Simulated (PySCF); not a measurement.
PySCF 2.14 output of an unrestricted LC-wPBE calculation on a single atom or ion in aug-cc-pVQZ-DK, with the spin-free X2C one-electron Hamiltonian (Gaussian nucleus):

```
SCF conv_tol = 1e-09
number electrons alpha = 4  beta = 1
    O. A. Vydrov and G. E. Scuseria.,  J. Chem. Phys. 125, 234109 (2006)
cycle= 1 E= -24.518865976916  delta_E= -0.00254  |g|= 0.0111  |ddm|= 0.346
cycle= 2 E= -24.5189505124627  delta_E= -8.45e-05  |g|= 0.00241  |ddm|= 0.0403
cycle= 3 E= -24.5189579495338  delta_E= -7.44e-06  |g|= 0.000366  |ddm|= 0.00856
cycle= 4 E= -24.5189581497311  delta_E= -2e-07  |g|= 3.12e-05  |ddm|= 0.00129
cycle= 5 E= -24.5189581509783  delta_E= -1.25e-09  |g|= 6.43e-06  |ddm|= 0.000102
cycle= 6 E= -24.5189581510449  delta_E= -6.66e-11  |g|= 5.32e-07  |ddm|= 2.6e-05
converged SCF energy = -24.5189581510449  <S^2> = 3.7500046  2S+1 = 4.0000023
```

The run itself started from symmetry-adapted Hartree-Fock orbitals and held the occupation by maximum overlap, on a logarithmic radial grid, so the iterations belong to that start.

Question: Which element, charge and spin multiplicity is this?

Answer: B (boron, neutral), multiplicity 4; the state was [He] 2s1 2p2, high-spin 4P determinant (an excited configuration).
